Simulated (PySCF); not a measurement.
PySCF input for AlClFI, SMILES [F][Al]([Cl])[I], C-PCM-M06-2X/def2-SVP. Coordinates come from a B3LYP-D3(BJ)/def2-SVP optimisation. The def2 effective core potentials stand for the cores of I; spin–orbit coupling is left out.

```python
import numpy as np
from pyscf import gto, scf, dft
from pyscf.solvent import pcm

mol = gto.M(
    atom='''
    Al    0.44592813    1.04724469    0.00000000
    Cl   -0.99385692    2.55327066    0.00000000
    F     2.04144860    1.49129120    0.00000000
    I    -0.13725539   -1.32908307    0.00000000
    ''',
    basis='def2-SVP',
    ecp={'I': 'def2-svp'},
    charge=0,
    spin=0,
    max_memory=1600,
    verbose=3,
)
mf = dft.RKS(mol, xc='m06-2x').density_fit(auxbasis='def2-universal-jkfit')
mf.grids.level = 4
mf.conv_tol = 1e-9
mf.max_cycle = 100
mf.kernel()
res = {}
for name, eps in {'water': 78.355, 'benzene': 2.2706, 'ethylethanoate': 5.9867}.items():
    s = mf.PCM()
    s.with_solvent.method, s.with_solvent.eps, s.with_solvent.lebedev_order = 'C-PCM', eps, 29
    s.kernel(mf.make_rdm1())
    res[name] = (s.e_tot, eps, s.dip_moment(), s.mo_energy, s.converged)
    print(f'{name}: electrostatic solvation free energy {(s.e_tot - mf.e_tot) * 627.509474:.3f} kcal/mol')
```

It prints:

```
converged SCF energy = -1099.94434446064

WARN: PCM is an experimental feature. It is still in testing.
Features and APIs may be changed in the future.

converged SCF energy = -1099.95506237374
Dipole moment(X, Y, Z, Debye): -0.43919, -0.40547,  0.00000
water: electrostatic solvation free energy -6.726 kcal/mol

WARN: PCM is an experimental feature. It is still in testing.
Features and APIs may be changed in the future.

converged SCF energy = -1099.95016908831
Dipole moment(X, Y, Z, Debye): -0.48800, -0.46641, -0.00000
benzene: electrostatic solvation free energy -3.655 kcal/mol

WARN: PCM is an experimental feature. It is still in testing.
Features and APIs may be changed in the future.

converged SCF energy = -1099.95324775491
Dipole moment(X, Y, Z, Debye): -0.45860, -0.43103, -0.00000
ethylethanoate: electrostatic solvation free energy -5.587 kcal/mol
```

The run converged.

Cost: very roughly 50 core-seconds.
